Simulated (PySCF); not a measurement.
**Electric field gradients and quadrupole coupling constants**

Species: C₆H₈FN.
Geometry (GFN2-xTB, Å), atoms numbered from 1 in this order:
```
atom  x, y, z in Å
C1     2.0674   -0.3274   -0.4502
C2     1.2040    0.6031    0.4033
C3    -0.2326    0.2155    0.3670
C4    -1.0405   -0.1336    1.3856
F5    -0.7174   -0.1979    2.6779
N6    -2.3375   -0.4466    1.0088
C7    -2.3899   -0.3072   -0.2609
C8    -1.0868    0.1206   -0.8616
H9     1.9479   -1.3581   -0.1246
H10    1.7904   -0.2580   -1.4997
H11    3.1156   -0.0560   -0.3551
H12    1.3148    1.6284    0.0372
H13    1.5471    0.5757    1.4391
H14   -3.2936   -0.4937   -0.8117
H15   -1.1744    1.0680   -1.3952
H16   -0.7221   -0.6238   -1.5714
```

Field gradients from the B3LYP/pcJ-1 density (PySCF, non-relativistic), principal values in atomic units, ordered |Vxx| ≤ |Vyy| ≤ |Vzz|:

| atom | Vxx | Vyy | Vzz |
| --- | --- | --- | --- |
| N6 | 0.3656 | 0.7328 | -1.0985 |

Problem. Find the asymmetry η = (Vxx − Vyy)/Vzz and the couplings χ = eQV/h (234.96 MHz × Q in barn × V in au), with Q(14N) = 0.02044 b.

Solution. 
| atom | environment | nucleus | η | χzz (MHz) | χxx (MHz) | χyy (MHz) |
| --- | --- | --- | --- | --- | --- | --- |
| N6 | imine nitrogen | 14N | 0.33 | -5.28 | 1.76 | 3.52 |

The tensor is traceless: Vxx + Vyy + Vzz = 0.

Problem. What is Vzz at N6 in SI units (1 au = 9.71736 × 10²¹ V/m²)?

Solution. -1.0985 au = -10.674 × 10²¹ V/m².

Problem. What couplings would deuterons (Q(2H) = 0.00286 b) have in place of the hydrogens, at this geometry?

Solution. 
```tsv
atom	bonded to	bond length (Å)	Vzz (au)	η	χzz (kHz)
H9	C1	1.088	0.3023	0.02	203
H10	C1	1.088	0.3041	0.03	204
H11	C1	1.087	0.3054	0.02	205
H12	C2	1.094	0.2896	0.02	195
H13	C2	1.091	0.2901	0.03	195
H14	C7	1.075	0.3246	0.05	218
H15	C8	1.091	0.2996	0.02	201
H16	C8	1.091	0.2984	0.02	201
```

Geometry: GFN2-xTB, one conformer, isolated molecule. GFN2-xTB bond lengths can be off by several hundredths of an ångström, more for odd bonds, and the gradients follow them. The small basis limits the accuracy of the gradients.
